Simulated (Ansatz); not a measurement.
**C4H11BClP: where a starting geometry ends**

The starting geometry of this gas-phase singlet was optimised with GFN2-xTB; its bonds are those of `CC(C)(C)B(P)Cl`.

```yaml
atoms:
  - { symbol: C, position_ang: [0.1968, 0.9003, 1.1133] }
  - { symbol: C, position_ang: [0.9801, 0.5186, -0.1491] }
  - { symbol: C, position_ang: [2.1063, 1.5553, -0.3459] }
  - { symbol: C, position_ang: [0.0347, 0.5924, -1.3586] }
  - { symbol: B, position_ang: [1.6868, -0.9167, -0.0260] }
  - { symbol: Cl, position_ang: [2.4223, -1.6013, -1.4112] }
  - { symbol: P, position_ang: [2.0182, -1.7612, 1.6398] }
  - { symbol: H, position_ang: [-0.6385, 0.2197, 1.2688] }
  - { symbol: H, position_ang: [0.8435, 0.8582, 1.9898] }
  - { symbol: H, position_ang: [-0.1982, 1.9106, 1.0257] }
  - { symbol: H, position_ang: [2.7967, 1.5334, 0.4957] }
  - { symbol: H, position_ang: [1.6813, 2.5548, -0.4184] }
  - { symbol: H, position_ang: [2.6650, 1.3510, -1.2561] }
  - { symbol: H, position_ang: [-0.3840, 1.5931, -1.4483] }
  - { symbol: H, position_ang: [-0.7855, -0.1140, -1.2462] }
  - { symbol: H, position_ang: [0.5654, 0.3573, -2.2776] }
  - { symbol: H, position_ang: [2.0032, -3.0743, 1.2133] }
  - { symbol: H, position_ang: [0.7334, -1.7770, 2.1393] }
```

Problem. Predict what it relaxes into with PBE-D3(BJ)/def2-SVP.

Solution. It keeps its bonds, and is `CC(C)(C)B(P)Cl`.

The energy falls by 0.21 eV over 12 steps:

```json
{"step": "1", "E − E(last) (eV)": "0.212"}
{"step": "2", "E − E(last) (eV)": "0.035"}
{"step": "3", "E − E(last) (eV)": "0.006"}
{"step": "5", "E − E(last) (eV)": "0.000"}
{"step": "6", "E − E(last) (eV)": "0.000"}
{"step": "7", "E − E(last) (eV)": "0.000"}
{"step": "8", "E − E(last) (eV)": "0.000"}
{"step": "10", "E − E(last) (eV)": "0.000"}
{"step": "11", "E − E(last) (eV)": "0.000"}
{"step": "12", "E − E(last) (eV)": "0.000"}
```

Final geometry (Å):

```yaml
atoms:
  - { symbol: C, position_ang: [0.2118, 0.9146, 1.1386] }
  - { symbol: C, position_ang: [0.9884, 0.5366, -0.1367] }
  - { symbol: C, position_ang: [2.1225, 1.5713, -0.3614] }
  - { symbol: C, position_ang: [0.0309, 0.5567, -1.3484] }
  - { symbol: B, position_ang: [1.6981, -0.8841, -0.0195] }
  - { symbol: Cl, position_ang: [2.5326, -1.5467, -1.4472] }
  - { symbol: P, position_ang: [1.9680, -1.8083, 1.6340] }
  - { symbol: H, position_ang: [-0.6278, 0.2156, 1.3321] }
  - { symbol: H, position_ang: [0.8656, 0.9173, 2.0360] }
  - { symbol: H, position_ang: [-0.2204, 1.9337, 1.0434] }
  - { symbol: H, position_ang: [2.8365, 1.5900, 0.4880] }
  - { symbol: H, position_ang: [1.6875, 2.5901, -0.4557] }
  - { symbol: H, position_ang: [2.6949, 1.3549, -1.2850] }
  - { symbol: H, position_ang: [-0.4199, 1.5661, -1.4619] }
  - { symbol: H, position_ang: [-0.8000, -0.1683, -1.2241] }
  - { symbol: H, position_ang: [0.5590, 0.3087, -2.2901] }
  - { symbol: H, position_ang: [1.9709, -3.1602, 1.1619] }
  - { symbol: H, position_ang: [0.6290, -1.7875, 2.1442] }
```

The end wasn't checked by frequencies. Run with Ansatz 0.2.0, 29 s on 4 threads of Intel(R) Xeon(R) Platinum 8259CL CPU @ 2.50GHz (Skylake/Cascade Lake), with other jobs on the host.
